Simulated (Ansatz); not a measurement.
Zr(Cl)3(SH) (Cl3HSZr), SMILES [SH][Zr]([Cl])([Cl])[Cl], multiplicity 1.

Geometry optimised at B3LYP-D3(BJ)/def2-SVP. The spin state was assumed, not searched. The structure was generated by enumeration; whether it is a known compound was not checked. The def2 effective core potentials stand for the cores of Zr; spin–orbit coupling is left out. The values are those of a single conformer.

Two levels are set side by side: PBE/def2-SVPD (Ansatz, a quantum-chemistry and plane-wave program) and CAM-B3LYP/def2-SVPD (Ansatz). Energy differences of separate SCF runs at the same geometry; the states with an electron removed or added have multiplicity 2 and 2. Differences are taken from unrounded values.

```
quantity                           CAM-B3LYP
---------------------------------  ---------
vertical ionisation energy (eV)        10.37
vertical electron affinity (eV)         1.50
vertical singlet–triplet gap (eV)       3.94
```

Task: What does PBE give, and how far is it from CAM-B3LYP? (Estimate from the structure and the level; the computed values follow.)

Result: 
| quantity | PBE | PBE minus CAM-B3LYP |
|---|---|---|
| vertical ionisation energy (eV) | 10.00 | -0.37 |
| vertical electron affinity (eV) | 1.14 | -0.35 |
| vertical singlet–triplet gap (eV) | 3.94 | 0.00 |
